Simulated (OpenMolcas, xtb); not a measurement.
**A ladder of methods for InSiH4F (SMILES [F][InH][SiH3])**

InSiH4F has 7 atoms, charge 0, and is taken as a singlet. SMILES: `[F][InH][SiH3]`. Geometry: relaxed at PBE0-D4/def2-TZVP.

```xyz
7

F    -0.1960   -2.3400    1.2988
In   -0.7560   -1.1649   -0.1768
Si    0.5280    1.0431   -0.0286
H    -1.9378   -1.9659   -1.1253
H     1.9860    0.7659   -0.1088
H     0.2260    1.6960    1.2722
H     0.1498    1.9658   -1.1314
```

Quantity: the vertical energy of the triplet above the singlet, in eV. The values are calculated.

| level | kind | program | value (eV) | less CCSD(T)/def2-SVP | CPU time (all runs) |
| --- | --- | --- | --- | --- | --- |
| GFN0-xTB | semi-empirical | xtb | 3.44 | -0.91 | under 2 s |
| HF/def2-SVP (core potential) | Hartree–Fock | OpenMolcas | 4.24 | -0.11 | 18 s |
| SVWN5/def2-SVP (core potential) | LDA | OpenMolcas | 3.90 | -0.45 | 56 s |
| revPBE/def2-SVP (core potential) | GGA | OpenMolcas | 3.86 | -0.49 | 78 s |
| TPSS/def2-SVP (core potential) | meta-GGA | OpenMolcas | 3.95 | -0.40 | 2.1 min |
| PBE0/def2-SVP (core potential) | global hybrid | OpenMolcas | 4.13 | -0.22 | 75 s |
| CCSD(T)/def2-SVP (core potential), open shells restricted | coupled cluster or CI | OpenMolcas | 4.35 | 0.00 | 2.1 min |

Differences are taken from CCSD(T)/def2-SVP (core potential), open shells restricted for orientation; it has basis-set and higher-order errors of its own. Spin-orbit coupling, which can split open shells on such heavy atoms by tenths of an eV, is left out. The values span 3.44 to 4.35 eV. The xTB rows lack spin polarisation, so open shells miss the exchange term that lowers them. In the correlated wave-function rows the outer d shell of In is correlated, in sets not made for it. CPU times are rough (shared hosts, several kinds of processor): they show what a rung costs within a factor of a few.
